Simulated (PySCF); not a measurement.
H₅AlO₂Si, singlet, geometry from GFN2-xTB (such geometries of metal compounds can be far from the true shape). Base run: PySCF with M062X/6-31G, TDDFT.

Input for PySCF:
```python
from pyscf import gto, scf, dft, tdscf

mol = gto.Mole()
mol.atom = '''
    Al   -0.46010280    0.87515919    0.82389595
    H    -1.80642321    0.83048671    1.47904428
    O     0.51334689    2.14579059    1.17867093
    H     1.06095500    2.88703990    1.39436955
    O    -0.10663246   -0.39856938   -0.20846118
    Si    0.19079843   -1.65189282   -1.20913942
    H    -0.69386979   -2.74326154   -0.79733431
    H     1.60199928   -2.01000317   -1.05268938
    H    -0.10621818   -1.19260158   -2.56776340
'''
mol.basis = '6-31g'
mol.verbose = 3
mol.build()

mf = dft.RKS(mol)
mf.xc = 'm062x'
mf.kernel()
td = mf.TDDFT()
td.nstates = 5
td.kernel()
td.analyze()
```

Each row names what was changed in the base input (with any setting that the change needs).

```csv
change,first excitation (eV),oscillator strength of the first,second (eV),core-seconds (rough),outcome
base,7.27,0.026,7.34,200,converged
response = Tamm-Dancoff,7.29,0.027,7.35,50,converged
states = triplets; response = Tamm-Dancoff,___,-,___,90,converged
functional = pbe0,6.95,0.010,7.04,50,converged
basis = 6-31G*,-,-,-,-,cut at the time limit
functional = hf,8.81,0.060,8.84,10,converged
basis = 6-31+G*,-,-,-,-,cut at the time limit
functional = camb3lyp,7.21,0.014,7.22,100,converged
functional = b3lyp,___,___,___,60,converged
functional = blyp,6.07,0.004,6.18,20,converged
```

Problem. Fill in the missing entries.

Solution. 
- states = triplets; response = Tamm-Dancoff, first excitation (eV): 6.91
- states = triplets; response = Tamm-Dancoff, second (eV): 6.94
- functional = b3lyp, first excitation (eV): 6.75
- functional = b3lyp, oscillator strength of the first: 0.007
- functional = b3lyp, second (eV): 6.86

An iterative solver can miss low states, so a row lists the states that it found.
